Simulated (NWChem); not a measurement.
# C2H6ClSb; SMILES [CH3][Sb]([CH3])[Cl]

```xyz
10

Sb    -0.4136     0.3501     0.0000
Cl     0.1260    -1.9846     0.0000
C      0.9748     0.8529     1.5818
H      1.1303     1.9427     1.5930
H      1.9312     0.3425     1.4040
H      0.5651     0.5379     2.5514
C      0.9748     0.8529    -1.5818
H      0.5651     0.5379    -2.5514
H      1.9312     0.3425    -1.4040
H      1.1303     1.9427    -1.5930
```
Atoms are numbered in this order, from 1.

Geometry: optimised at PBE0/def2-SVP. No frequency run checked for a minimum. def2 effective core potentials on Sb; no spin-orbit coupling.

Symmetry labels are those of Cs in the frame above (b1 and b2, or b-type labels, depend on it).

List the 4 lowest vertical singlet excitations from PBE/def2-SVPD with def2 effective core potentials on Sb, TDA (NWChem).


```json
[
 {"state": "S1", "energy (eV)": "4.40", "oscillator strength": "0.046", "symmetry": "a'", "leading excitation (squared amplitude)": "HOMO → LUMO (0.95)"},
 {"state": "S2", "energy (eV)": "4.97", "oscillator strength": "0.001", "symmetry": "a\"", "leading excitation (squared amplitude)": "HOMO−1 → LUMO (1.00)"},
 {"state": "S3", "energy (eV)": "5.63", "oscillator strength": "0.019", "symmetry": "a'", "leading excitation (squared amplitude)": "HOMO−2 → LUMO (0.96)"},
 {"state": "S4", "energy (eV)": "5.68", "oscillator strength": "0.107", "symmetry": "a\"", "leading excitation (squared amplitude)": "HOMO → LUMO+1 (0.85)"}
]
```
